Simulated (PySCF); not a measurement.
Al(Me)(OMe)(NH2) (C2H8AlNO), SMILES [O]([Al]([CH3])[NH2])C.

Geometry: PBE-D3(BJ)/def2-SVP. One conformer was computed; it need not be the lowest.

All values below come from ωB97X/def2-TZVP run with PySCF.

The molecule is in vacuum.

```
Quantity                                                                                                        Value
---------------------------------------------------------------------------------------------  ----------------------
total energy                                                                                       -453.55884 hartree
highest occupied level                                                                                       -9.66 eV
lowest empty level                                                                                            2.01 eV
orbital gap                                                                                                  11.67 eV
dipole moment                                                                                               0.301 e·Å
quadrupole, principal values (traceless, Buckingham form, about the centre of nuclear charge)  -0.97, -0.63, 1.61 D·Å
mean static polarisability                                                                       60.0 bohr³ (8.89 Å³)
polarisability, principal values                                                               51.4, 61.0, 67.6 bohr³
```
